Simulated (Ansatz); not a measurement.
`[F][Ti]([F])([F])[c]1ccccc1` and `CCSCc1ccccc1` differ in one atom or group.

Ansatz, PBE0-D4/def2-TZVP geometries, multiplicity 1. Each molecule was computed in one conformer, which needn't be the lowest.

Scalar relativity is left out up to krypton.

```
                             property  `[F][Ti]([F])([F])[c]1ccccc1`
HOMO energy (ωB97M-V/def2-TZVPP) / eV                          -9.90
 HOMO–LUMO gap (PBE0/def2-TZVPP) / eV                           5.16
    HOMO energy (PBE/def2-TZVPP) / eV                          -6.82
   HOMO energy (PBE0/def2-TZVPP) / eV                          -7.83
  HOMO energy (B3LYP/def2-TZVPP) / eV                          -7.61
HOMO–LUMO gap (B3LYP/def2-TZVPP) / eV                           4.68
```

Q: What does the change do to each property? (Best estimate.)

A: Computed: 
```json
{"property": "HOMO energy (ωB97M-V/def2-TZVPP) / eV", "`CCSCc1ccccc1`": "-8.44", "shift": "1.46"}
{"property": "HOMO–LUMO gap (PBE0/def2-TZVPP) / eV", "`CCSCc1ccccc1`": "5.77", "shift": "0.61"}
{"property": "HOMO energy (PBE/def2-TZVPP) / eV", "`CCSCc1ccccc1`": "-5.06", "shift": "1.76"}
{"property": "HOMO energy (PBE0/def2-TZVPP) / eV", "`CCSCc1ccccc1`": "-6.24", "shift": "1.59"}
{"property": "HOMO energy (B3LYP/def2-TZVPP) / eV", "`CCSCc1ccccc1`": "-6.02", "shift": "1.59"}
{"property": "HOMO–LUMO gap (B3LYP/def2-TZVPP) / eV", "`CCSCc1ccccc1`": "5.37", "shift": "0.69"}
```

With PBE0 the HOMO rises by 1.59 eV and the LUMO rises by 2.21 eV, so the gap widens by about 0.62 eV. PBE moves the HOMO by 1.76 eV and ωB97M-V by 1.46 eV.

Positive LUMOs are unbound, so they and the gaps depend on the basis.

B3LYP here is the variant with VWN-RPA as its local correlation; programs differ in this.
